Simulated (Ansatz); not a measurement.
Basis sets compared for In₈P₇Cl₃. Charge 0, multiplicity 1. Geometry r2SCAN-D4/def2-SVP. Ansatz on 2 threads of AMD EPYC 7R13 on a shared host and a share (18 GiB) of an NVIDIA H100 80GB HBM3; times are rough, and most runs start from earlier orbitals.

Cartesian coordinates in Å:
```
P -0.994 0.741 4.672
P 0.432 -1.717 0.795
P 1.529 2.833 1.136
P 0.239 1.918 -2.838
P -2.815 1.484 -0.311
P 1.873 -2.464 -3.545
P -2.710 -1.823 -2.385
In 0.624 1.902 3.297
In 1.982 0.297 0.833
In 1.624 -0.142 -2.802
In -0.616 -0.974 2.977
In -1.912 -0.969 -0.022
In -0.443 2.302 -0.321
In -1.972 0.656 -2.611
In -0.453 -2.483 -3.036
Cl 2.933 0.139 3.140
Cl 3.614 0.246 -1.109
Cl -2.936 -1.947 2.128
```

In the def2 sets In takes a core potential; there is no spin–orbit coupling. Single mean-field runs in def2-TZVP are fitted with def2-universal-jkfit.

Binding counts from free atoms (P quartet, In doublet, Cl doublet) in the same basis, without a counterpoise term.

| level | functions | energy (Eh) | HOMO (eV) | LUMO (eV) | binding per atom (eV) | wall time |
| --- | --- | --- | --- | --- | --- | --- |
| PBE-D4/def2-SVP | 388 | -5288.9822 | -5.21 | -4.18 | 2.69 | 20 s |
| PBE0-D4/def2-SVP | 388 | -5289.2658 | -6.10 | -3.64 | 2.61 | 25 s |

Task: Estimate the rows for PBE-D4/def2-TZVP, PBE0-D4/def2-TZVP (with forces).

Result: 
| level | functions | energy (Eh) | HOMO (eV) | LUMO (eV) | binding per atom (eV) | wall time |
| --- | --- | --- | --- | --- | --- | --- |
| PBE-D4/def2-TZVP | 770 | -5290.3250 | -5.25 | -4.19 | 2.71 | 24 s |
| PBE0-D4/def2-TZVP (with forces) | 770 | -5290.5896 | -6.11 | -3.61 | 2.63 | 30 s |
